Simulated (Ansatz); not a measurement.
## Energy profile

The step: SiH₃OF ([OH][SiH2][F]) + SiH₄ → Si₂H₆O ([OH][SiH2][SiH3]) + HF; bonds formed: Si1–Si7, F2–H6; bonds broken: Si1–F2, H6–Si7 (atoms numbered as in the saddle structure below).

| atom | x (Å) | y (Å) | z (Å) |
| --- | --- | --- | --- |
| Si1 | -0.8410 | 0.1446 | 0.5725 |
| F2 | -0.0402 | -1.6924 | 0.8084 |
| H3 | -2.0861 | -0.5236 | 0.1461 |
| H4 | -0.9114 | 1.5476 | 0.0569 |
| O5 | -0.5373 | 0.4381 | 2.1497 |
| H6 | 0.3981 | -0.9986 | -0.0535 |
| Si7 | 0.9121 | 0.2189 | -1.3054 |
| H8 | -0.3380 | -0.3385 | 2.6773 |
| H9 | -0.0858 | 0.6207 | -2.3283 |
| H10 | 1.6988 | 1.3846 | -0.8370 |
| H11 | 1.8307 | -0.8013 | -1.8866 |

Electronic energies by CCSD(T) at an estimated basis limit (MP2 extrapolated from triple and quadruple zeta, plus CCSD(T) − MP2 in triple zeta), on PBE0-D4/def2-TZVP structures; Si2H7OF, singlet; no counterpoise correction. Computed with Ansatz 0.2.0 (basis: def2-TZVPP and def2-QZVPP); correlated methods freeze the cores. Extrapolation: Hartree–Fock as exp(−7.88 √X), correlation as X^−2.97.

Give the profile in eV, counted from the separated reactants. (An estimate is asked for; the value comes from the calculation.)

By the calculation:
```json
{"point": "separated: SiH3OF (linked as [OH][SiH2][F]; Si1, F2, H3, H4, O5, H8; singlet) + SiH4 (H6, Si7, H9, H10, H11; singlet)", "eV": "0.000"}
{"point": "start structure", "eV": "-0.039"}
{"point": "saddle", "eV": "3.040"}
{"point": "end structure", "eV": "1.492"}
{"point": "separated: Si2H6O (linked as [OH][SiH2][SiH3]; Si1, H3, H4, O5, Si7, H8, H9, H10, H11; singlet) + HF (F2, H6; singlet)", "eV": "1.686"}
```

The T1 diagnostic stays at or below 0.014.

For scale, one of the runs: CCSD(T)/def2-TZVPP, 244 basis functions, launched by `ansatz run in.yaml --threads 4 --pin off --events-out ev --progress --plain --max-ram 9574MiB`. Hardware: 4 CPU threads of an Intel Xeon, shared host. Wall time 2.8 min; peak host memory 4.7 GiB.
